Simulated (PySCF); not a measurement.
Tl⁵⁵⁺: ionisation energy

Tl⁵⁵⁺ [Ar] 3d8 [3d3/2^4 3d5/2^4, M_J = 4] → Tl⁵⁶⁺ [Ar] 3d7 [3d3/2^4 3d5/2^3, M_J = 9/2], as a difference of total energies. Computed with PySCF 2.14 in an even-tempered Gaussian basis (15 s from 16 bohr⁻², ratio 2.8; 13 p from 21 bohr⁻², ratio 2.8; 8 d from 21 bohr⁻², ratio 2.8; 3 f from 73 bohr⁻², ratio 3), with the two-component X2C-1e Hamiltonian. Correlated levels: [Ne] frozen; the 78 highest virtual spinors dropped. "Screened" scales the spin-orbit matrix elements by Boettger's factors to mimic the two-electron term; Breit and QED terms are absent.

| method | ionisation energy (eV) |
| --- | --- |
| GHF (spin-free) | 5560.5 |
| GMP2 (spin-free) | 5561.7 |
| GHF (screened spin-orbit) | 5520.3 |
| GMP2 (screened spin-orbit) | 5521.4 |

Breit and QED terms and the two-electron picture change are absent.

The spin-free rows relax to the high-spin LS determinant and lack the spin-orbit shift.

The labels give the starting determinants; with spin-orbit coupling the two ends relaxed to ⟨J²⟩ = 20.00, ⟨L²⟩ = 13.27, ⟨S²⟩ = 1.80 and ⟨J²⟩ = 24.75, ⟨L²⟩ = 16.27, ⟨S²⟩ = 2.50.

For comparison: 5518 ± 5 eV (theoretical estimate listed by NIST; NIST Atomic Spectra Database, ionization energies).
